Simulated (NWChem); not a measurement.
# CH4AlBrO; SMILES [O](C)[AlH][Br]

```xyz
8

Al    -1.0104     0.5478     0.0000
H     -2.5774     0.5317     0.0000
Br     0.1929    -1.3633     0.0000
O     -0.2100     2.0297     0.0000
C      1.0623     2.5900     0.0000
H      1.8631     1.8283     0.0000
H      1.2020     3.2281    -0.8898
H      1.2020     3.2281     0.8898
```
Atoms are numbered in this order, from 1.

All runs use the structure optimised with PBE0/def2-SVP.

Symmetry labels are those of Cs in the frame above (b1 and b2, or b-type labels, depend on it).

**Question.** List the 4 lowest vertical singlet excitations from PBE/def2-SVPD, TDA (NWChem).

**Answer.** 
| state | energy (eV) | oscillator strength | symmetry | leading excitation (squared amplitude) |
|---|---|---|---|---|
| S1 | 5.32 | 0.000 | a" | HOMO−1 → LUMO (1.00) |
| S2 | 5.61 | 0.017 | a' | HOMO → LUMO (0.63) |
| S3 | 5.70 | 0.002 | a" | HOMO−2 → LUMO (0.96) |
| S4 | 5.77 | 0.001 | a" | HOMO → LUMO+1 (0.96) |
